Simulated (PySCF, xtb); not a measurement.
C3H6GeO, SMILES C1=[CH][Ge@@H]([O]1)[CH3].

Harmonic wavenumbers (cm⁻¹) from GFN2-xTB (xtb) at its own minimum, in rising order: 105, 117, 147, 351, 364, 498, 537, 565, 616, 661, 752, 793, 797, 871, 1013, 1118, 1218, 1288, 1435, 1437, 1571, 1807, 3018, 3024, 3028, 3034, 3130.

Problem. What does B3LYP-D3(BJ)/def2-SVP (PySCF) give at its own minimum? (The exact figures need the calculation; the answer reports its results.)

Solution. 109, 138, 168, 393, 468, 535, 606, 615, 683, 695, 775, 852, 863, 962, 1025, 1147, 1254, 1284, 1429, 1431, 1572, 2119, 3041, 3137, 3137, 3157, 3265. Paired by order, the mean absolute difference is 59 cm⁻¹ and the zero-point energies are 47.6 and 49.8 kcal/mol.
